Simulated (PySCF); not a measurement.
**Polarisability and C₆ of Xe²⁺ (xenon, charge +2)**

[Kr] 4d10 5s2 5p3 5d1, high-spin 5D determinant (an excited configuration). All numbers are calculated (PySCF 2.14, the spin-free X2C one-electron Hamiltonian (Gaussian nucleus), in x2c-TZVPPall with one added diffuse shell each of s, p, d, f type (9s7p5d3f, 76 functions)). Coupled (time-dependent) response in atomic units; α is the mean over directions.

| method | mean α (bohr³) | α xx, yy, zz | C₆ (like pair) | S(−4) |
| --- | --- | --- | --- | --- |
| B97-3 | 26.50 | 31.40, 31.40, 16.72 | 189.3 | 423.0 |
| B3LYP | 27.50 | 32.81, 32.81, 16.90 | 194.0 | 507.6 |

S(−4) is the Cauchy moment in α(ω) = α(0) + S(−4) ω² + …

Spin-orbit coupling is absent.

α(iu) at B3LYP:

| u (hartree) | α(iu) (bohr³) |
| --- | --- |
| 0 | 27.50 |
| 0.0500 | 26.33 |
| 0.100 | 23.68 |
| 0.200 | 18.28 |
| 0.300 | 14.40 |
| 0.500 | 9.672 |
| 0.750 | 6.444 |
| 1.00 | 4.608 |
| 1.50 | 2.755 |
| 2.00 | 1.894 |
| 3.00 | 1.114 |
| 5.00 | 0.5535 |

A single London oscillator, α(iu) = α/(1 + u²/ω²), gives C₆ = (3/4) ω α². Matching the computed C₆ needs ω = 4 × 194.0 / (3 × 27.50²) = 0.342 hartree.

For an ion, C₆ is the dispersion term alone; charge-induced terms of lower order in 1/R come first.

The components differ because the open shell of this determinant is not spherical; for a pure term their mean is the scalar polarisability.

The outer electron is Rydberg-like, and this basis confines it to a smaller radius and binds it less than a complete one would.
